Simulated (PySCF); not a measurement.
Electronic structure of Al²⁺ (aluminium, charge +2) at the UHF level

Configuration: [Ne] 3s1, 2S determinant. Calculation: PySCF 2.14, in pcseg-2 (5s4p2d1f, 34 functions); the non-relativistic Hamiltonian (point nucleus).

| Property | Result |
| --- | --- |
| Total energy | -241.022104 hartree |
| One-electron energy | -327.5842 hartree |
| Hartree (Coulomb) energy | 104.2658 hartree |
| Exchange energy | -17.7037 hartree |
| Kinetic energy | 241.71481 hartree |
| ⟨S²⟩ | 0.7500 |
| ⟨L²⟩ | 0.000 |
| Sum of ⟨r⟩ | 7.306 bohr |
| Sum of ⟨r²⟩ | 9.379 bohr² |
| Density at the nucleus (Gaussians lack the cusp) | 1370 bohr⁻³ |
| Spin density at the nucleus | 3.58 bohr⁻³ |
| Langevin diamagnetic susceptibility | -7.43 ×10⁻⁶ cm³/mol |
| Time after the integrals | 0.07 s of wall time on 1 thread of Neoverse-V1 (shared host) |

| shell | electrons | mean orbital energy (eV) | rms radius, mean of both spins (bohr) |
| --- | --- | --- | --- |
| 1s α | 1 | -1611.3 | 0.140 |
| 1s β | 1 | -1611.0 | 0.140 |
| 2s α | 1 | -153.88 | 0.679 |
| 2s β | 1 | -153.13 | 0.679 |
| 2p α | 3 | -107.75 | 0.672 |
| 2p β | 3 | -107.48 | 0.672 |
| 3s α | 1 | -28.041 | 2.39 |
